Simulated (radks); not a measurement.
The numbers below are computed, except where a source is named.
The boron ion B+, [He] 2s2. Code: a radial shooting solver on a logarithmic mesh with Libxc functionals. Model: non-relativistic Kohn-Sham, PBE, spin-polarised, spherical densities, point nucleus. Every spin shell is full or empty, so the densities are truly spherical. Functionals are evaluated on that one density, not self-consistently. Rank these orbital-free kinetic functionals by their error against the exact value of the orbitals, and give that value: Thomas-Fermi, von Weizsacker, TF + vW, TF + vW/9, TF + vW/5, LC94, APBEK, Thakkar, PG1, DePristo-Kress.

Answer. Exact: 24.2139 hartree. From best to worst, with 100 (|E| - |E exact|)/|E exact| (equal figures are ties): Thakkar +0.06, APBEK -0.14, TF + vW/9 -0.15, LC94 -0.16, DePristo-Kress -1.60, TF + vW/5 +8.01, von Weizsacker -8.20, Thomas-Fermi -10.35, PG1 +45.49, TF + vW +81.45.
